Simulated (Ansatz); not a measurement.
Ideal-gas functions of C2H4FI (`FCCI`) at 298.15 K and 1 bar, from an Ansatz frequency run at PBE0-D4/def2-TZVP.

Molar mass 173.96 g/mol, point group Cs (symmetry number 1), electronic degeneracy 1, moments of inertia 17.636, 395.509, 406.736 u Å². Harmonic wavenumbers (cm⁻¹, unscaled): 125, 191, 317, 655, 761, 970, 1057, 1089, 1197, 1212, 1302, 1401, 1477, 1506, 3070, 3122, 3123, 3194.

Use S(trans) = R[1.5 ln M + 2.5 ln T − 1.1517]; rotational temperatures θ = 24.2544 K / I; S(rot) = R[ln(√π/σ · √(T³/θAθBθC)) + 1.5]; for each mode x = 1.438777 ν̃/T, S = R[x/(eˣ − 1) − ln(1 − e⁻ˣ)] and H = RT x/(eˣ − 1); 1 cm⁻¹ = 0.0119627 kJ/mol; R = 8.31446 J/(mol·K).

**Question.** By hand: the entropy, in J/(mol·K).

**Answer.** Translation 173.2. Rotation: θ = 1.3753, 0.0613, 0.0596 K, giving 110.3. Vibration, mode by mode: 12.64, 9.28, 5.55, 1.52, 1.01, 0.44, 0.31, 0.27, 0.18, 0.16, 0.11, 0.07, 0.05, 0.05, 0.00, 0.00, 0.00, 0.00, in all 31.7. Electronic 0.0. Sum 315.2 J/(mol·K).

**Question.** By hand: H − E and G − E in kJ/mol, counted from the electronic energy.

**Answer.** Zero-point energy ½ × 25769 × 0.0119627 = 154.1; thermal vibration 5.4; translation, rotation and pV give 4 RT = 9.9. H − E = 169.4 kJ/mol, and G − E = 169.4 − 298.15 × 315.2/1000 = 75.4 kJ/mol.

Vibration gives 10 % of the entropy, 12.6 J/(mol·K) of it from the mode under 150 cm⁻¹: soft modes count most, and the harmonic formula is weakest for them. The sum counts one conformer and one mirror image; others add a mixing term.
